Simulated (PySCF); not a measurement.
ClO₂W (SMILES [O]=[W](=[O])[Cl]), doublet, geometry from GFN2-xTB (such geometries of metal compounds can be far from the true shape) (the multiplicity is a formal guess) (core potentials on W). Base run: PySCF with DF-M062X/def2-SVP.

Here is a job for PySCF.
```python
from pyscf import gto, scf, dft

mol = gto.M(
    atom='''
W     0.10569345   -0.14536463    0.11632561
O     1.67571442   -0.57054583   -0.30281806
O    -0.63881661   -0.85554319    1.44402192
Cl   -0.94802926    1.30386438   -1.04339564
''',
    basis='def2-svp',
    ecp={'W': 'def2-svp'},
    spin=1,
    verbose=4,
)

mf = dft.UKS(mol)
mf.xc = 'm062x'
mf = mf.density_fit(auxbasis='def2-universal-jkfit')
mf.kernel()
mf.analyze()
```

The base run was repeated with changes; each row names its change, and settings that it needs were set with it.

| change | basis functions | E (Eh) | HOMO (eV) | dipole (D) | core-seconds (rough) |
|---|---|---|---|---|---|
| base | 78 | -677.37475 | -9.45 | 2.09 | 9 |
| basis = LANL2DZ | 48 | -233.02218 | -10.17 | 1.71 | 6 |
| basis = def2-SV(P) | 71 | -677.33060 | -9.66 | 2.05 | 10 |
| basis = def2-SVPD | (withheld) | (withheld) | (withheld) | (withheld) | 10 |
| basis = def2-TZVP | 139 | -677.74221 | -9.38 | 2.40 | 20 |
| basis = def2-TZVPP | 160 | -677.74971 | -9.37 | 2.39 | 30 |
| basis = def2-TZVPD | 169 | -677.74445 | -9.37 | 2.42 | 30 |
| basis = def2-QZVP | (withheld) | (withheld) | (withheld) | (withheld) | 50 |

Question: Some entries are withheld; supply them.

Answer: 
- basis = def2-SVPD, basis functions: 108
- basis = def2-SVPD, E (Eh): -677.39345
- basis = def2-SVPD, HOMO (eV): -9.48
- basis = def2-SVPD, dipole (D): 2.23
- basis = def2-QZVP, basis functions: 256
- basis = def2-QZVP, E (Eh): -677.77658
- basis = def2-QZVP, HOMO (eV): -9.36
- basis = def2-QZVP, dipole (D): 2.46

Totals compare only among sets that treat the same electrons; sets with core potentials leave the core out.

Open shells are given as the SCF converged; they aren't shown to be the lowest states, and a large step between rows can be another state.
